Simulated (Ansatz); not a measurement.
Ansatz (a first-principles code) input (HF/LANL2DZ): The .json file is the Basis Set Exchange's LANL2DZ.

Ansatz 0.2 input:
```yaml
crystal:
  periodic: [false, false, false]
  atoms:
    - {symbol: Pb, position_ang: [0.02016340, 0.01636247, 1.00787549]}
    - {symbol: I, position_ang: [1.26529453, -2.20509448, -0.76970924]}
    - {symbol: I, position_ang: [-1.29649074, 2.17977896, -0.78964529]}
basis:
  gaussian:
    orbitals: LANL2DZ.json
hamiltonian:
  xc: {name: HF}
total_charge: -1
magnetization: {spin_polarized: true, initial_magnetization: 1}
phonons: {temperatures: {t_min: 298.15, t_max: 298.15, t_step: 100}}
```

Output:

```
WARN ansatz: RAYON_NUM_THREADS=1 ignored (pool sized by the plan → 1); use --threads N
Functional definition: HF
integrals: 0.00 GiB planned
402 factors; integrals over basis functions are off by at most 8.3e-5 eV
mean field: 0.05 GiB planned
mean field evaluation 1: about -702.8996 eV, gradient 4.4e0 eV
mean field evaluation 2: about -702.9011 eV, gradient 4.4e0 eV
mean field evaluation 4: about -703.2516 eV, gradient 4.8e-1 eV
mean field evaluation 8: about -703.2605 eV, gradient 2.7e-3 eV
mean field evaluation 16: about -703.2509 eV, gradient 6.4e-1 eV
mean field -703.26051920 eV, -25.8443473935 hartree, gradient 1.5e-5 eV, S^2 0.754907; 0 other end points of the search recorded, 0 dependent functions left out
the calculation of the forces begins
reference -703.26051920 eV, -25.8443473935 hartree; 10, 9 occupied and 14, 15 virtual orbitals, 402 factors
these checks for a lower state are left out or cut short: stability, starts, cluster_reference, orbital_swaps, neighbouring_geometries, increment
integrals: 0.00 GiB planned
402 factors; integrals over basis functions are off by at most 8.3e-5 eV
mean field: 0.05 GiB planned
mean field evaluation 32: about -703.2605 eV, gradient 2.0e-6 eV
mean field -703.26050978 eV, -25.8443470473 hartree, gradient 1.9e-6 eV, S^2 0.754917; 0 other end points of the search recorded, 0 dependent functions left out
the calculation of the forces begins
reference -703.26050978 eV, -25.8443470473 hartree; 10, 9 occupied and 14, 15 virtual orbitals, 402 factors
these checks for a lower state are left out or cut short: stability, starts, cluster_reference, orbital_swaps, neighbouring_geometries, increment
integrals: 0.00 GiB planned
402 factors; integrals over basis functions are off by at most 8.3e-5 eV
mean field: 0.05 GiB planned
mean field -703.26051335 eV, -25.8443471787 hartree, gradient 2.0e-6 eV, S^2 0.754898; 0 other end points of the search recorded, 0 dependent functions left out
the calculation of the forces begins
reference -703.26051335 eV, -25.8443471787 hartree; 10, 9 occupied and 14, 15 virtual orbitals, 402 factors
these checks for a lower state are left out or cut short: stability, starts, cluster_reference, orbital_swaps, neighbouring_geometries, increment
integrals: 0.00 GiB planned
402 factors; integrals over basis functions are off by at most 8.3e-5 eV
mean field: 0.05 GiB planned
mean field -703.26051060 eV, -25.8443470775 hartree, gradient 1.1e-6 eV, S^2 0.754916; 0 other end points of the search recorded, 0 dependent functions left out
the calculation of the forces begins
reference -703.26051060 eV, -25.8443470775 hartree; 10, 9 occupied and 14, 15 virtual orbitals, 402 factors
these checks for a lower state are left out or cut short: stability, starts, cluster_reference, orbital_swaps, neighbouring_geometries, increment
integrals: 0.00 GiB planned
402 factors; integrals over basis functions are off by at most 8.3e-5 eV
mean field: 0.05 GiB planned
mean field -703.26051430 eV, -25.8443472135 hartree, gradient 1.1e-6 eV, S^2 0.754898; 0 other end points of the search recorded, 0 dependent functions left out
the calculation of the forces begins
reference -703.26051430 eV, -25.8443472135 hartree; 10, 9 occupied and 14, 15 virtual orbitals, 402 factors
these checks for a lower state are left out or cut short: stability, starts, cluster_reference, orbital_swaps, neighbouring_geometries, increment
integrals: 0.00 GiB planned
402 factors; integrals over basis functions are off by at most 8.3e-5 eV
mean field: 0.05 GiB planned
mean field -703.26051821 eV, -25.8443473571 hartree, gradient 8.6e-6 eV, S^2 0.754902; 0 other end points of the search recorded, 0 dependent functions left out
the calculation of the forces begins
reference -703.26051821 eV, -25.8443473571 hartree; 10, 9 occupied and 14, 15 virtual orbitals, 402 factors
these checks for a lower state are left out or cut short: stability, starts, cluster_reference, orbital_swaps, neighbouring_geometries, increment
integrals: 0.00 GiB planned
402 factors; integrals over basis functions are off by at most 8.3e-5 eV
mean field: 0.05 GiB planned
mean field evaluation 64: about -703.2605 eV, gradient 1.0e-5 eV
mean field -703.26051601 eV, -25.8443472764 hartree, gradient 8.9e-6 eV, S^2 0.754913; 0 other end points of the search recorded, 0 dependent functions left out
the calculation of the forces begins
reference -703.26051601 eV, -25.8443472764 hartree; 10, 9 occupied and 14, 15 virtual orbitals, 402 factors
Total energy: -703.26051920 eV, -25.8443473935 hartree
Atom 0 at     0.020163     0.016362     1.007875 Å, force    -0.000025    -0.000020    -0.001246 eV/Å
Atom 1 at     1.265295    -2.205094    -0.769709 Å, force    -0.000362     0.000651     0.000620 eV/Å
Atom 2 at    -1.296491     2.179779    -0.789645 Å, force     0.000387    -0.000631     0.000626 eV/Å
Dipole moment:     0.024182     0.019624     1.208755 e Å
Vibrations: 31.59 105.79 111.37 cm⁻¹, zero-point energy 0.015421 eV
```

The blocks after the first are displaced geometries, from whose forces the wavenumbers follow.

The dipole moment of an ion depends on the origin.
